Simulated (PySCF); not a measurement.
PySCF input for Si(H)2(OH)(SiH3) (H₆OSi₂), SMILES O[SiH2][SiH3], PBE0-D3(BJ)/def2-SVP. 

```python
import numpy as np
from pyscf import gto, scf, dft
from pyscf.geomopt import geometric_solver

mol = gto.M(
    atom='''
    Si   -0.83741009   -0.21757730    0.14226732
    O    -1.33493589    1.25714878   -0.34973087
    Si    1.45224153   -0.43654773    0.00532917
    H    -1.33623210   -0.44174307    1.50890032
    H    -1.60807117   -1.04883717   -0.77758362
    H    -1.04166624    2.06539296    0.05954475
    H     2.17926345    0.65533508    0.67266892
    H     1.96665002   -0.45338865   -1.36827881
    H     1.91190302   -1.67619898    0.63624472
    ''',
    basis='def2-SVP',
    charge=0,
    spin=0,
    max_memory=1600,
    verbose=3,
)
mf = dft.RKS(mol, xc='pbe0').density_fit(auxbasis='def2-universal-jkfit')
mf.disp = 'd3bj'
mf.grids.level = 3
mf.conv_tol = 1e-9
mf.max_cycle = 100
mf.kernel()
grad = mf.nuc_grad_method()
grad.grid_response = mol.nao <= 150
conv, mol_eq = geometric_solver.kernel(grad, convergence_set='GAU_TIGHT', maxsteps=100)
print(mol_eq.tostring(format='xyz'))
mf.reset(mol_eq)
mf.kernel()
```

Program output:

```
converged SCF energy = -657.261692674812
[banner and settings of the optimiser left out]
Geometry optimization cycle 1
Cartesian coordinates (Angstrom)
 Atom        New coordinates             dX        dY        dZ
  Si  -0.837410  -0.217577   0.142267    0.000000  0.000000  0.000000
   O  -1.334936   1.257149  -0.349731    0.000000 -0.000000  0.000000
  Si   1.452242  -0.436548   0.005329    0.000000  0.000000  0.000000
   H  -1.336232  -0.441743   1.508900    0.000000  0.000000  0.000000
   H  -1.608071  -1.048837  -0.777584    0.000000  0.000000  0.000000
   H  -1.041666   2.065393   0.059545    0.000000  0.000000  0.000000
   H   2.179263   0.655335   0.672669    0.000000  0.000000 -0.000000
   H   1.966650  -0.453389  -1.368279    0.000000  0.000000  0.000000
   H   1.911903  -1.676199   0.636245    0.000000  0.000000  0.000000

WARN: Mole.unit (angstrom) is changed to Bohr

converged SCF energy = -657.261692674819
--------------- DFRKS_Scanner gradients ---------------
         x                y                z
0 Si     0.0064418771     0.0021523178    -0.0030832376
1 O     0.0074138123    -0.0221053009     0.0131223544
2 Si    -0.0057654434     0.0022386792     0.0001844496
3 H    -0.0011644565     0.0061827234    -0.0113609263
4 H     0.0004547482     0.0146585864     0.0059477571
5 H    -0.0037272452    -0.0051822488    -0.0045765981
6 H    -0.0010553679    -0.0090646200    -0.0062047341
7 H    -0.0003314893    -0.0001179517     0.0118995152
8 H    -0.0022664354     0.0112378146    -0.0059285801
----------------------------------------------
cycle 1: E = -657.261692675  dE = -657.262  norm(grad) = 0.0414802
Step    0 : Gradient = 1.383e-02/2.675e-02 (rms/max) Energy = -657.2616926748
Hessian Eigenvalues: 2.30000e-02 2.30000e-02 5.00000e-02 ... 2.19628e-01 4.54467e-01 5.71752e-01

Geometry optimization cycle 2
Cartesian coordinates (Angstrom)
 Atom        New coordinates             dX        dY        dZ
  Si  -0.869116  -0.194291   0.129307   -0.031706  0.023286 -0.012961
   O  -1.335254   1.325699  -0.366298   -0.000318  0.068550 -0.016567
  Si   1.454024  -0.442863   0.003606    0.001783 -0.006315 -0.001723
   H  -1.309845  -0.482348   1.538486    0.026387 -0.040605  0.029585
   H  -1.573107  -1.140785  -0.788505    0.034964 -0.091947 -0.010922
   H  -1.006928   2.115929   0.067065    0.034738  0.050536  0.007520
   H   2.145558   0.693407   0.699230   -0.033705  0.038071  0.026561
   H   1.942855  -0.454969  -1.413643   -0.023795 -0.001580 -0.045364
   H   1.903555  -1.716196   0.660115   -0.008348 -0.039997  0.023871
converged SCF energy = -657.267516994001
--------------- DFRKS_Scanner gradients ---------------
         x                y                z
0 Si     0.0032154844    -0.0001162129    -0.0020367244
1 O     0.0032078642    -0.0016937385     0.0038985128
2 Si    -0.0059653666     0.0017336259     0.0005580223
3 H    -0.0007232954     0.0000511679     0.0011297568
4 H    -0.0015881702    -0.0004850649    -0.0011392407
5 H    -0.0020277905     0.0013531521    -0.0020918314
6 H     0.0014700263     0.0002598711    -0.0001754042
7 H     0.0013116470    -0.0001708266    -0.0006285839
8 H     0.0010996008    -0.0009319741     0.0004854927
----------------------------------------------
cycle 2: E = -657.267516994  dE = -0.00582432  norm(grad) = 0.0102301
Step    1 : Displace = 5.937e-02/9.891e-02 (rms/max) Trust = 1.000e-01 (=) Grad = 3.410e-03/6.237e-03 (rms/max) E (change) = -657.2675169940 (-5.824e-03) Quality = 1.036
Hessian Eigenvalues: 2.29655e-02 2.30000e-02 5.00000e-02 ... 2.21332e-01 4.53731e-01 5.71393e-01

Geometry optimization cycle 3
Cartesian coordinates (Angstrom)
 Atom        New coordinates             dX        dY        dZ
  Si  -0.873820  -0.188235   0.128151   -0.004704  0.006056 -0.001156
   O  -1.339879   1.331875  -0.376109   -0.004625  0.006176 -0.009811
  Si   1.458362  -0.443621   0.002308    0.004337 -0.000758 -0.001299
   H  -1.305951  -0.479611   1.536458    0.003894  0.002736 -0.002028
   H  -1.559776  -1.148600  -0.782488    0.013331 -0.007816  0.006018
   H  -0.989345   2.103266   0.075145    0.017583 -0.012663  0.008081
   H   2.132137   0.697652   0.704236   -0.013422  0.004246  0.005006
   H   1.932840  -0.451934  -1.417836   -0.010015  0.003035 -0.004193
   H   1.897175  -1.717208   0.659497   -0.006380 -0.001012 -0.000619
converged SCF energy = -657.26783277694
--------------- DFRKS_Scanner gradients ---------------
         x                y                z
0 Si    -0.0004012826     0.0006416768    -0.0012057633
1 O     0.0022959168    -0.0006966084     0.0021872275
2 Si    -0.0017190944     0.0003243998     0.0002317103
3 H     0.0000550339    -0.0004266479     0.0003822930
4 H    -0.0002028693    -0.0002373054    -0.0001808348
5 H    -0.0013204966     0.0006841269    -0.0012586827
6 H     0.0003890114     0.0002693662    -0.0000498158
7 H     0.0004457826    -0.0001556953    -0.0003839996
8 H     0.0004579981    -0.0004033127     0.0002778656
[...]
Hessian Eigenvalues: 1.03424e-03 1.79974e-03 1.71371e-02 ... 2.03741e-01 4.51684e-01 5.89573e-01

Geometry optimization cycle 22
Cartesian coordinates (Angstrom)
 Atom        New coordinates             dX        dY        dZ
  Si  -0.875670  -0.188146   0.145048   -0.000011 -0.000033 -0.000041
   O  -1.357704   1.309165  -0.423399    0.000038 -0.000015 -0.000061
  Si   1.458340  -0.436384   0.008848   -0.000012 -0.000004  0.000025
   H  -1.299601  -0.412207   1.566548   -0.000011  0.000008 -0.000036
   H  -1.559027  -1.193592  -0.716100   -0.000058 -0.000014 -0.000022
   H  -0.953153   2.074920  -0.005835    0.000061 -0.000029 -0.000051
   H   2.132365   0.643155   0.799611   -0.000120  0.000056  0.000038
   H   1.923671  -0.332969  -1.408836    0.000078 -0.000010  0.000055
   H   1.882522  -1.760358   0.563478    0.000036  0.000041  0.000093
converged SCF energy = -657.268009617284
--------------- DFRKS_Scanner gradients ---------------
         x                y                z
0 Si    -0.0000003567    -0.0000000775    -0.0000001383
1 O    -0.0000008278    -0.0000019655    -0.0000000405
2 Si     0.0000037478    -0.0000014209    -0.0000005305
3 H     0.0000003668     0.0000003642    -0.0000003399
4 H    -0.0000003912     0.0000004461     0.0000000666
5 H     0.0000004955     0.0000019316     0.0000014375
6 H    -0.0000010735    -0.0000003107    -0.0000001133
7 H    -0.0000011190     0.0000002587    -0.0000001134
8 H    -0.0000008419     0.0000007741    -0.0000002281
----------------------------------------------
cycle 22: E = -657.268009617  dE = -6.32099e-10  norm(grad) = 5.63776e-06
Step   21 : Displace = 5.868e-05/1.011e-04 (rms/max) Trust = 3.000e-01 (=) Grad = 1.879e-06/4.043e-06 (rms/max) E (change) = -657.2680096173 (-6.321e-10) Quality = 1.476
Hessian Eigenvalues: 1.05633e-03 1.84018e-03 1.16230e-02 ... 2.03328e-01 4.55251e-01 6.28341e-01

Geometry optimization cycle 23
Cartesian coordinates (Angstrom)
 Atom        New coordinates             dX        dY        dZ
  Si  -0.875688  -0.188169   0.145038   -0.000018 -0.000022 -0.000010
   O  -1.357688   1.309130  -0.423482    0.000016 -0.000035 -0.000083
  Si   1.458322  -0.436374   0.008891   -0.000018  0.000010  0.000043
   H  -1.299632  -0.412169   1.566544   -0.000031  0.000037 -0.000003
   H  -1.559052  -1.193640  -0.716073   -0.000025 -0.000049  0.000028
   H  -0.953071   2.074888  -0.005990    0.000082 -0.000033 -0.000155
   H   2.132291   0.643156   0.799720   -0.000074  0.000001  0.000108
   H   1.923717  -0.332882  -1.408767    0.000046  0.000087  0.000069
   H   1.882544  -1.760355   0.563481    0.000022  0.000003  0.000003
converged SCF energy = -657.26800961759
--------------- DFRKS_Scanner gradients ---------------
         x                y                z
0 Si     0.0000013731    -0.0000035338     0.0000008325
1 O    -0.0000013032     0.0000009495    -0.0000013289
2 Si     0.0000004749    -0.0000007775    -0.0000008074
3 H     0.0000004032     0.0000003293    -0.0000000514
4 H    -0.0000007521     0.0000006536     0.0000002123
5 H     0.0000006672     0.0000016237     0.0000014558
6 H    -0.0000005396    -0.0000000044     0.0000000816
7 H    -0.0000001487     0.0000003641    -0.0000000826
8 H    -0.0000001747     0.0000003956    -0.0000003120
----------------------------------------------
cycle 23: E = -657.268009618  dE = -3.05931e-10  norm(grad) = 5.30757e-06
Step   22 : Displace = 7.546e-05/1.303e-04 (rms/max) Trust = 3.000e-01 (=) Grad = 1.769e-06/3.882e-06 (rms/max) E (change) = -657.2680096176 (-3.059e-10) Quality = 1.184
Hessian Eigenvalues: 9.65073e-04 1.65811e-03 8.62193e-03 ... 2.02653e-01 4.82145e-01 6.21494e-01

Geometry optimization cycle 24
Cartesian coordinates (Angstrom)
 Atom        New coordinates             dX        dY        dZ
  Si  -0.875707  -0.188185   0.145025   -0.000019 -0.000017 -0.000012
   O  -1.357676   1.309085  -0.423591    0.000012 -0.000045 -0.000109
  Si   1.458306  -0.436358   0.008959   -0.000016  0.000016  0.000067
   H  -1.299692  -0.412123   1.566531   -0.000060  0.000047 -0.000013
   H  -1.559044  -1.193704  -0.716051    0.000008 -0.000064  0.000021
   H  -0.953000   2.074856  -0.006186    0.000071 -0.000031 -0.000196
   H   2.132232   0.643159   0.799846   -0.000059  0.000003  0.000126
   H   1.923762  -0.332798  -1.408676    0.000046  0.000084  0.000091
   H   1.882561  -1.760349   0.563506    0.000017  0.000006  0.000025
converged SCF energy = -657.268009617575
--------------- DFRKS_Scanner gradients ---------------
         x                y                z
0 Si    -0.0000004485     0.0000034382    -0.0000017967
1 O     0.0000035171     0.0000022456     0.0000026045
2 Si    -0.0000029786     0.0000001294    -0.0000010837
3 H     0.0000003936    -0.0000009417     0.0000014390
4 H    -0.0000006745     0.0000001213     0.0000005232
5 H    -0.0000020049    -0.0000047845    -0.0000017650
6 H     0.0000003429     0.0000004627     0.0000003528
7 H     0.0000006732     0.0000003783    -0.0000001399
8 H     0.0000011798    -0.0000010492    -0.0000001343
----------------------------------------------
cycle 24: E = -657.268009618  dE = 1.44382e-11  norm(grad) = 9.32607e-06
Step   23 : Displace = 7.666e-05/1.337e-04 (rms/max) Trust = 3.000e-01 (=) Grad = 3.109e-06/5.480e-06 (rms/max) E (change) = -657.2680096176 (+1.444e-11) Quality = -0.060
Hessian Eigenvalues: 1.07977e-03 1.68279e-03 5.42708e-03 ... 2.21492e-01 4.88375e-01 8.18109e-01

Geometry optimization cycle 25
Cartesian coordinates (Angstrom)
 Atom        New coordinates             dX        dY        dZ
  Si  -0.875720  -0.188205   0.144990   -0.000013 -0.000020 -0.000035
   O  -1.357657   1.309048  -0.423713    0.000019 -0.000037 -0.000122
  Si   1.458301  -0.436340   0.009044   -0.000005  0.000018  0.000085
   H  -1.299785  -0.412090   1.566478   -0.000093  0.000032 -0.000053
   H  -1.559003  -1.193761  -0.716087    0.000041 -0.000057 -0.000035
   H  -0.952968   2.074832  -0.006338    0.000032 -0.000024 -0.000152
   H   2.132177   0.643209   0.799930   -0.000055  0.000050  0.000084
   H   1.923823  -0.332801  -1.408572    0.000061 -0.000003  0.000104
   H   1.882575  -1.760308   0.563631    0.000015  0.000041  0.000125
converged SCF energy = -657.268009618321
--------------- DFRKS_Scanner gradients ---------------
         x                y                z
0 Si     0.0000015012    -0.0000035823     0.0000008264
1 O    -0.0000003347     0.0000024545    -0.0000014256
2 Si    -0.0000049083     0.0000008761    -0.0000005646
3 H     0.0000002901    -0.0000003204     0.0000005347
4 H    -0.0000006516     0.0000003342     0.0000005641
5 H     0.0000007286     0.0000003880     0.0000007162
6 H     0.0000007937     0.0000002405     0.0000000468
7 H     0.0000012297     0.0000002447    -0.0000001003
8 H     0.0000013513    -0.0000006353    -0.0000005976
----------------------------------------------
cycle 25: E = -657.268009618  dE = -7.46354e-10  norm(grad) = 7.5164e-06
Step   24 : Displace = 2.811e-05/5.896e-05 (rms/max) Trust = 3.833e-05 (-) Grad = 2.505e-06/5.018e-06 (rms/max) E (change) = -657.2680096183 (-7.464e-10) Quality = 2.943
Hessian Eigenvalues: 1.07977e-03 1.68279e-03 5.42708e-03 ... 2.21492e-01 4.88375e-01 8.18109e-01
Converged! =D

9
XYZ from PySCF
Si         -0.87572014       -0.18820529        0.14498960
O          -1.35765687        1.30904772       -0.42371315
Si          1.45830082       -0.43634021        0.00904361
H          -1.29978536       -0.41209036        1.56647835
H          -1.55900311       -1.19376082       -0.71608682
H          -0.95296832        2.07483205       -0.00633849
H           2.13217698        0.64320942        0.79992999
H           1.92382306       -0.33280074       -1.40857244
H           1.88257547       -1.76030786        0.56363125
converged SCF energy = -657.26800961832
```

The run converged.
